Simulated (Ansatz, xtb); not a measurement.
BHNZn: which of two isomers lies lower

Structure I: `[B]=[N][ZnH]`, a doublet. Structure II: the doublet with the links of `N=[B][Zn]`. Both are isolated molecules in the gas phase, relaxed with r2SCAN-D4/def2-SVP.

I (Å):

```xyz
4

B     0.0000    0.0000   -2.2265
N     0.0000    0.0000   -0.9625
Zn    0.0000    0.0000    0.8404
H     0.0000    0.0000    2.3486
```

II (Å):

```xyz
4

B     0.0000    0.0000   -0.3606
N     0.0000    0.0000    0.8933
Zn    0.0000    0.0000   -2.4259
H     0.0000    0.0000    1.8933
```

Estimate E(II) − E(I) at the level CCSD(T)/def2-TZVP.

Calculated at CCSD(T)/def2-TZVP: E(II) − E(I) = −94.3 kJ/mol, so structure II lies lower.

How the difference moves with the method:

```
             level            geometry  E(II) − E(I) (kJ/mol)  departure from the last row (kJ/mol)  job, with rough time for the two
r2SCAN-D4/def2-SVP  r2SCAN-D4/def2-SVP                   −72.8                                 +21.5             optimisation, 2.1 min
      HF/def2-TZVP  r2SCAN-D4/def2-SVP                   −79.7                                 +14.7           part of the CCSD(T) run
     MP2/def2-TZVP  r2SCAN-D4/def2-SVP                   −91.3                                  +3.1           part of the CCSD(T) run
 CCSD(T)/def2-TZVP  r2SCAN-D4/def2-SVP                   −94.3                                                   single point, 2.7 min
```

As drawn, II has 1 B–Zn, 1 N–H in place of 1 N–Zn, 1 Zn–H.

The levels shown agree on the order. The largest departure from CCSD(T)/def2-TZVP is that of r2SCAN-D4/def2-SVP, 21.5 kJ/mol. Levels run at GFN2-xTB geometries aren't shown.

With harmonic frequencies from r2SCAN-D4/def2-SVP (ideal gas, rigid rotor, one conformer each, 298.15 K, 1 atm): on the last row, ΔE + ΔZPE = −83.3, ΔH = −83.2, ΔG = −83.9 kJ/mol.

Open shells are spin-unrestricted, with notable spin contamination under HF/def2-TZVP, MP2/def2-TZVP, CCSD(T)/def2-TZVP. The correlated steps freeze 7 core orbitals; the last core shell of Zn is correlated, in a basis made for valence electrons. Programs: Ansatz 0.2.0; the last row on 1 thread of Intel(R) Xeon(R) Processor @ 2.50GHz (Skylake/Cascade Lake) on a shared host.
